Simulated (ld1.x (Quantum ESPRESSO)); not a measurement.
bismuth (Bi), TM semilocal: configuration errors across variants

Bi, norm-conserving Troullier–Martins (semilocal form), made with ld1.x (Quantum ESPRESSO) 7.5 (PBE, scalar-relativistic). Core [Xe] 4f14, reference 5d10 6s2 6p1 (charge +2). Waves: 6s (bound): rc 1.85 bohr; 5d (bound): rc 1.70 bohr; 6p (bound): rc 2.40 bohr. Local part: the p channel. Core correction: none.

All-electron excitation energies from the reference (eV): (1) 5d10 6s2 6p3 -23.160; (2) 5d10 6s2 6p2 -15.247; (3) 5d10 6s2 6p0 23.343; (4) 5d10 6s1 6p4 -13.077; (5) 5d10 6s1 6p0 68.748; (6) 5d10 6s2 6p2.5 -20.063; (7) 5d10 6s1 6p3 -4.428.

A semilocal file is local in each channel, so a ghost entry of none says nothing of the separable form that plane-wave codes build from it.

A true bound ghost makes a file unfit for plane-wave use even where its test errors are small: the radial tests pick states by their node count and pass the ghost by.

Errors AE − PS in meV (a dash: test not solved or not reliable):

```tsv
change	(1)	(2)	(3)	(4)	(5)	(6)	(7)	bound ghosts
base	+23	+11	-4.9	+8.0	+20	+17	+0.6	none
wave 6p (bound): rc 2.40 bohr becomes 6p (bound): rc 1.54 bohr	+94	+33	-6.6	+72	+24	+63	+27	p (extra level of the local part)
wave 6p (bound): rc 2.40 bohr becomes 6p (bound): rc 1.86 bohr	+31	+14	-3.6	+22	+18	+22	+8.5	none
wave 6p (bound): rc 2.40 bohr becomes 6p (bound): rc 1.98 bohr	+27	+12	-4.4	+17	+18	+20	+5.9	none
wave 6p (bound): rc 2.40 bohr becomes 6p (bound): rc 2.28 bohr	+23	+11	-4.8	+7.7	+21	+17	+0.4	none
wave 6p (bound): rc 2.40 bohr becomes 6p (bound): rc 2.50 bohr	+23	+11	-5.0	+8.7	+20	+17	+1.1	none
wave 6p (bound): rc 2.40 bohr becomes 6p (bound): rc 2.64 bohr	+24	+11	-6.5	+13	+14	+18	+3.9	none
wave 6p (bound): rc 2.40 bohr becomes 6p (bound): rc 2.96 bohr	+27	+11	-12	+20	-5.3	+18	+9.0	none
wave 6p (bound): rc 2.40 bohr becomes 6p (bound): rc 3.10 bohr	+28	+10	-17	+24	-20	+18	+11	none
wave 6p (bound): rc 2.40 bohr becomes 6p (bound): rc 3.34 bohr	+28	+8.7	-27	+27	-49	+17	+13	none
```

(1) Give the same row for: wave 6p (bound): rc 2.40 bohr becomes 6p (bound): rc 3.64 bohr.

Results:

(1) +27, +5.6, -40, +25, -84, +13, +11; bound ghosts: none.
